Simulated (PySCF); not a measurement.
**J couplings in BMe2(iPr)**

Cartesian coordinates in Å; atom numbers follow the order of the lines, from 1:
```xyz
19

B     0.594    0.506   -0.083
C     2.166    0.493   -0.039
H     2.592   -0.191   -0.791
H     2.457    0.060    0.938
H     2.652    1.476   -0.122
C    -0.189    1.869   -0.069
H    -0.149    2.242   -1.113
H     0.307    2.645    0.535
H    -1.253    1.811    0.206
C    -0.193   -0.874   -0.108
C    -1.334   -0.909   -1.124
C    -0.719   -1.120    1.314
H     0.511   -1.693   -0.347
H    -0.971   -0.771   -2.155
H    -2.074   -0.116   -0.927
H    -1.871   -1.871   -1.090
H    -1.260   -2.080    1.374
H     0.093   -1.155    2.059
H    -1.421   -0.329    1.626
```

Couplings: B3LYP/pcJ-1 (spin–dipole term only in couplings to heteroatoms) in PySCF, geometry PBE0-D3(BJ)/def2-SVP; gas phase, one conformer, non-relativistic. Couplings are averaged over pairs made equivalent by symmetry, fast rotation or ring inversion, so a value needn't be that of the named pair in this geometry, while other rotamers aren't included; one pair stands for each set, and the list holds those of at least 1.5 Hz over up to four bonds.

Isotopes: 13C, 1H, 11B.

| pair | bonds | J (Hz) |
| --- | --- | --- |
| B1, C2 | 1 | ? |
| B1, C10 | 1 | 50.3 |
| C2, H3 | 1 | 123.0 |
| C10, C11 | 1 | ? |
| C10, H13 | 1 | ? |
| C11, H14 | 1 | 132.2 |
| B1, H3 | 2 | -4.5 |
| B1, H13 | 2 | -5.9 |
| C2, C6 | 2 | ? |
| C2, C10 | 2 | ? |
| H3, H4 | 2 | -15.3 |
| C10, H14 | 2 | ? |
| C11, C12 | 2 | -1.6 |
| C11, H13 | 2 | ? |
| H14, H15 | 2 | -13.9 |
| B1, H14 | 3 | 4.2 |
| C2, H7 | 3 | 3.2 |
| C2, H13 | 3 | 4.3 |
| H3, C10 | 3 | 2.7 |
| C11, H17 | 3 | 7.1 |
| H13, H14 | 3 | 7.9 |

Estimate the withheld couplings, with signs.

## Answers


- 1J(B1,C2) = 51.0 Hz (bond length 1.573 Å)
- 1J(C10,C11) = 31.6 Hz (mean over equivalent pairs that range from 29.3 to 33.9 Hz in this conformer)
- 1J(C10,H13) = 126.6 Hz (bond length 1.106 Å)
- 2J(C2,C6) = 6.2 Hz (angle at B1 120°)
- 2J(C2,C10) = 4.7 Hz (angle at B1 119°)
- 2J(C10,H14) = -2.5 Hz (mean over equivalent pairs that range from -4.1 to -0.5 Hz in this conformer)
- 2J(C11,H13) = -3.3 Hz (mean over equivalent pairs that range from -4.4 to -2.1 Hz in this conformer)
